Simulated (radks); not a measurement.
Results of a calculation; reference values are marked as such.
Q: These are the eigenvalues of the occupied orbitals of an atom or ion with whole-number occupations (eV). Code: a radial shooting solver on a logarithmic mesh with Libxc functionals. Model: Dirac Kohn-Sham, PBE, spin-unpolarised, spherical densities, finite nucleus; Fermi nuclear charge, rms radius of each element as measured or else 0.836 A^(1/3) + 0.57 fm.

orbital  eigenvalue
1s1/2     -23252.86
2s1/2     -3564.278
2p1/2     -3317.276
2p3/2     -3172.583
3s1/2     -816.2003
3p1/2     -719.5661
3p3/2     -694.3965
3d3/2     -523.8219
3d5/2     -518.8157
4s1/2     -279.8131
4p1/2     -247.2687
4p3/2     -241.9916

Which element is it, and in what charge state? The configuration may be excited. Open shells, if any, fill j = l - 1/2 first.

A: Z = 45, rhodium, charge +11: Rh11+ in [Ar] 3d10 4s2 4p4. The list shows which subshells hold electrons but not how many an open one holds; the 1s level, -854.53 hartree, gives Z - s = 41.3 by -(Z - s)^2/2, which with screening and relativity narrows Z to a few neighbours, and the depths of the outer levels then fix element, charge and occupations together.
